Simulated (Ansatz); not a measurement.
Calculated with Ansatz (gas phase, PBE0-D4/def2-TZVP geometries, no zero-point term in ΔE). CCSD(T)/CBS is the MP2 limit (def2-TZVPP, def2-QZVPP) plus CCSD(T) − MP2 in def2-TZVPP, frozen cores. Functionals use def2-TZVPP. B3LYP here is the variant with VWN-RPA as its local correlation; programs differ in this. Each species was taken in one conformer, which may not be the lowest.

Consider the isomerisation: `N=C([SiH3])BO` → `B[SiH2]C(=N)O`.

```csv
level,ΔE (kJ/mol),difference from CCSD(T)/CBS
r2SCAN-D4,181.2,-12.4
PBE0-D4,179.7,-13.9
B2PLYP,191.2,-2.4
PBE,175.9,-17.7
r2SCAN,181.0,-12.6
B3LYP,186.4,-7.2
CCSD/def2-TZVPP,192.8,-0.8
CCSD(T)/def2-TZVPP,193.5,-0.1
HF/def2-QZVPP,188.6,-5.0
MP2/CBS(def2),198.1,4.5
CCSD(T)/CBS,193.6,0
```

Largest T1 diagnostic among the species: 0.014.

From PBE to PBE0 (25 % exact exchange), in def2-TZVPP and without D4, ΔE moves by +3.1 kJ/mol. In def2-TZVPP, CCSD(T) changes the Hartree–Fock value by +5.5 kJ/mol (the triples alone add +0.7 kJ/mol) and MP2 by +9.9 kJ/mol.
